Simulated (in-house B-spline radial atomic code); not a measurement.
# LC-wPBE excitations of As³⁺

Method: LC-wPBE. Computed with a B-spline radial code for spherical atoms: linear response of the closed shell [Ar] 3d10 4s2 with the functional's adiabatic kernel; non-relativistic, point nucleus, no spin-orbit coupling, no double excitations, S, P, D and F terms only; shells from n = 2 respond. Only terms of natural parity with L up to 3 were computed.

Without relativity these are model numbers for so heavy an element.

Command:
```bash
python run_td.py task.json out
```
Settings (radii: box in bohr, nucleus in fm):
```
Z                        33
electrons                30
configuration            [Ar] 3d10 4s2
hamiltonian              nr
method                   lc_wpbe
box_radius               23.08
intervals                55
```

Run time, properties included: 2.2 s on 1 thread of Arm Neoverse N1, with other jobs on the host.

The lowest states, in the order of their Tamm-Dancoff energies; the method's threshold (minus the highest occupied level) is 48.03 eV. Labels give the largest channel, * marks a mixed state, and oscillator strengths are full-response dipole values. Semilocal kernels can invert the small singlet-triplet splittings of Rydberg terms. Energies in eV:

```json
{"state": "4s → 4p 3P", "full response": "8.657", "Tamm-Dancoff": "8.922", "oscillator strength": "-"}
{"state": "4s → 4p 1P", "full response": "13.191", "Tamm-Dancoff": "13.689", "oscillator strength": "1.59"}
{"state": "4s → 4d 3D", "full response": "24.816", "Tamm-Dancoff": "24.847", "oscillator strength": "-"}
{"state": "4s → 4d 1D", "full response": "25.889", "Tamm-Dancoff": "25.906", "oscillator strength": "-"}
{"state": "4s → 5s 3S", "full response": "?", "Tamm-Dancoff": "?", "oscillator strength": "-"}
{"state": "4s → 5s 1S", "full response": "27.224", "Tamm-Dancoff": "27.254", "oscillator strength": "-"}
{"state": "4s → 5p 3P", "full response": "29.870", "Tamm-Dancoff": "29.878", "oscillator strength": "-"}
{"state": "4s → 5p 1P", "full response": "30.26", "Tamm-Dancoff": "30.31", "oscillator strength": "0.0258"}
{"state": "4s → 4f 3F", "full response": "34.32", "Tamm-Dancoff": "34.33", "oscillator strength": "-"}
{"state": "4s → 4f 1F", "full response": "34.46", "Tamm-Dancoff": "34.46", "oscillator strength": "-"}
{"state": "4s → 5d 3D", "full response": "34.96", "Tamm-Dancoff": "34.97", "oscillator strength": "-"}
{"state": "4s → 5d 1D", "full response": "35.25", "Tamm-Dancoff": "35.25", "oscillator strength": "-"}
{"state": "4s → 6s 3S", "full response": "35.59", "Tamm-Dancoff": "35.59", "oscillator strength": "-"}
{"state": "4s → 6s 1S", "full response": "35.83", "Tamm-Dancoff": "35.84", "oscillator strength": "-"}
{"state": "4s → 6p 3P", "full response": "37.16", "Tamm-Dancoff": "37.17", "oscillator strength": "-"}
{"state": "4s → 6p 1P", "full response": "?", "Tamm-Dancoff": "?", "oscillator strength": "?"}
```

Q: Where does 4s → 6p 1P lie?

A: At 37.29 eV in full response, 37.31 eV in Tamm-Dancoff, oscillator strength 0.02.

Q: Where does 4s → 5s 3S lie?

A: At 26.441 eV in full response, 26.445 eV in Tamm-Dancoff.

Q: How large is the singlet-triplet splitting of 4s → 4p (P terms) in Tamm-Dancoff?

A: 4.77 eV, from the unrounded values.

Q: What polarisabilities and dispersion coefficient does the method give?

A: Dipole 7.501 bohr³, quadrupole 15.52 bohr⁵, C6 24.06 hartree·bohr⁶ for two such species.
